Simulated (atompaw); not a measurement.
Cutoff test, silver (Ag), PAW (atompaw)

atompaw 4.2.0.5 input, output lines left out:

```
Ag 47
GGA-PBE scalarrelativistic loggrid 1500 logderivrange -11 5 401
5 5 4 0 0 0
5 0 0
5 1 0
4 2 9
0 0 0
c
c
c
v
v
c
c
v
v
c
v
2
1.65 1.25 1.25 1.40
n
n
y
0.65
n
modrrkj vanderbiltortho sinc
3 -0.5 vpsmatchnc
1.50
1.65
1.35
1.65
1.45
1.65
```

The pseudo-atom Hamiltonian at the reference potential is diagonalised in spherical Bessel functions j_l(qr) that vanish at 20 bohr, with q² up to the cutoff. All-electron valence levels (Ry): 4s -8.6434, 5s -1.5282, 4p -5.9517, 5p -1.0544, 4d -2.1235.

**Question.** How do the lowest levels (Ry) of each channel move with the cutoff, and are there ghosts?

**Answer.**

```json
{"cutoff (Ry)": "8", "s #1": "-8.0262", "s #2": "-1.4111", "s #3": "-0.5193", "s #4": "-0.2715", "p #1": "-2.9391", "p #2": "-0.7696", "p #3": "-0.3436", "d #1": "-0.7556", "d #2": "-0.3284", "f #1": "-0.2819", "f #2": "-0.1627", "Σ f·Δε (mRy)": "31621.4"}
{"cutoff (Ry)": "15", "s #1": "-8.5936", "s #2": "-1.5182", "s #3": "-0.5486", "s #4": "-0.2828", "p #1": "-5.0237", "p #2": "-1.0003", "p #3": "-0.4041", "d #1": "-0.9204", "d #2": "-0.3752", "f #1": "-0.2830", "f #2": "-0.1638", "Σ f·Δε (mRy)": "16496.1"}
{"cutoff (Ry)": "25", "s #1": "-8.6421", "s #2": "-1.5281", "s #3": "-0.5515", "s #4": "-0.2839", "p #1": "-5.8867", "p #2": "-1.0527", "p #3": "-0.4175", "d #1": "-1.8621", "d #2": "-0.5047", "f #1": "-0.2835", "f #2": "-0.1643", "Σ f·Δε (mRy)": "2745.1"}
{"cutoff (Ry)": "40", "s #1": "-8.6431", "s #2": "-1.5282", "s #3": "-0.5515", "s #4": "-0.2839", "p #1": "-5.9503", "p #2": "-1.0543", "p #3": "-0.4179", "d #1": "-2.1212", "d #2": "-0.5178", "f #1": "-0.2838", "f #2": "-0.1647", "Σ f·Δε (mRy)": "29.9"}
{"cutoff (Ry)": "50", "s #1": "-8.6433", "s #2": "-1.5282", "s #3": "-0.5516", "s #4": "-0.2839", "p #1": "-5.9506", "p #2": "-1.0543", "p #3": "-0.4179", "d #1": "-2.1221", "d #2": "-0.5179", "f #1": "-0.2840", "f #2": "-0.1649", "Σ f·Δε (mRy)": "19.5"}
{"cutoff (Ry)": "70", "s #1": "-8.6434", "s #2": "-3.6132", "s #3": "-1.5282", "s #4": "-0.5514", "p #1": "-5.9516", "p #2": "-1.0544", "p #3": "-0.4180", "d #1": "-2.1232", "d #2": "-0.5180", "f #1": "-0.2842", "f #2": "-0.1651", "Σ f·Δε (mRy)": "3.2"}
{"cutoff (Ry)": "100", "s #1": "-11.1537", "s #2": "-8.6434", "s #3": "-1.5282", "s #4": "-0.5515", "p #1": "-5.9517", "p #2": "-1.0544", "p #3": "-0.4180", "d #1": "-2.1234", "d #2": "-0.5180", "f #1": "-0.2843", "f #2": "-0.1653", "Σ f·Δε (mRy)": "1.1"}
{"cutoff (Ry)": "140", "s #1": "-15.0026", "s #2": "-8.6434", "s #3": "-1.5282", "s #4": "-0.5515", "p #1": "-5.9517", "p #2": "-1.0544", "p #3": "-0.4180", "d #1": "-2.1235", "d #2": "-0.5180", "f #1": "-0.2844", "f #2": "-0.1653", "Σ f·Δε (mRy)": "0.2"}
{"cutoff (Ry)": "400", "s #1": "-16.1672", "s #2": "-8.6434", "s #3": "-1.5282", "s #4": "-0.5515", "p #1": "-5.9517", "p #2": "-1.0544", "p #3": "-0.4180", "d #1": "-2.1235", "d #2": "-0.5180", "f #1": "-0.2844", "f #2": "-0.1654", "Σ f·Δε (mRy)": "0.0"}
```

Result: ghost state, extra bound levels that the all-electron valence spectrum of the same l lacks: s at -220.0 eV (a true bound ghost makes a file unfit for plane-wave use); 10 mRy is reached at 70 Ry and 1 mRy at 110 Ry.
